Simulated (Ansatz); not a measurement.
Basis-set extrapolation for BClH6OSi2, SMILES `B[Si](O)([SiH3])Cl` (PBE0-D4/def2-TZVP geometry, frozen core, the Gaussian-basis code of Ansatz). Multiplicity 1, RHF reference.

|  | def2-TZVPP | def2-QZVPP |
| --- | --- | --- |
| HF | -1140.536783 | -1140.572277 |
| MP2 correlation | -0.782480 | -0.847397 |
| CCSD(T) correlation | -0.878293 | not run |

Energies in hartree. Use E(X) = E(∞) + A·exp(−7.88·√X) for Hartree–Fock and E(X) = E(∞) + B·X^(−2.97) for correlation, with X = 3 and 4, and add CCSD(T) minus MP2 of the smaller set to the MP2 limit.

**Question.** What is the CCSD(T) energy at the basis-set limit?

**Answer.** HF limit: -1140.572277 + (-0.035494) × 0.13774 = -1140.57717. MP2 limit: -0.847397 + (-0.064917) × 0.74074 = -0.89548. Higher-order term: -0.878293 − (-0.782480) = -0.09581. Total: -1141.56846 hartree, 402.7 kJ/mol below CCSD(T)/def2-TZVPP.
